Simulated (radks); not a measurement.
Results of a calculation; reference values are marked as such.
How relativity changes the ionisation of the chromium ion Cr+ ([Ar] 3d5) to Cr2+ ([Ar] 3d4). Spin-unpolarised spherical Kohn-Sham, PBE, point nucleus unless stated (finite: rms radius 3.6452 fm), a radial shooting solver on a logarithmic mesh with Libxc functionals. A level marked "c x" has the speed of light scaled by that factor and shares open shells by 2j + 1; other Dirac levels either fill j = l - 1/2 first or share by 2j + 1.

level,E(Cr+) (hartree),E(Cr2+) (hartree),IE (eV),HOMO,<r> HOMO (bohr)
non-rel.,-1043.78158,-1043.18795,16.153,3d,1.408
scalar-rel.,-1050.27435,-1049.68443,16.052,3d,1.416
"scalar-rel., finite nucleus",-1050.27160,-1049.68168,16.052,3d,1.416
"Dirac, 2j+1 shares",-1050.28956,-1049.69965,16.052,3d5/2,1.419
"Dirac, low j first",-1050.29544,-1049.70800,15.985,3d5/2,1.421
"Dirac, 2j+1 shares, finite nucleus",-1050.28681,-1049.69690,16.052,3d5/2,1.419
"Dirac, c x 0.85",-1052.84230,-1052.25379,16.014,3d5/2,1.424
"Dirac, c x 1.25",-1047.92400,-1047.33276,16.088,3d5/2,1.415
"Dirac, c x 2",-1045.39025,-1044.79756,16.128,3d5/2,1.411

NIST Atomic Spectra Database: 16.486 eV (measured). The relativistic part of the total energy of Cr+ is -6.505 hartree (Dirac, 2j+1 shares, finite nucleus), 0.62 % of the non-relativistic value. Spin polarisation and multiplet splitting of open shells are left out at every level.

Beside tabulated values, note that spin-unpolarised runs miss the spin-polarisation part of the exchange energy of open shells.
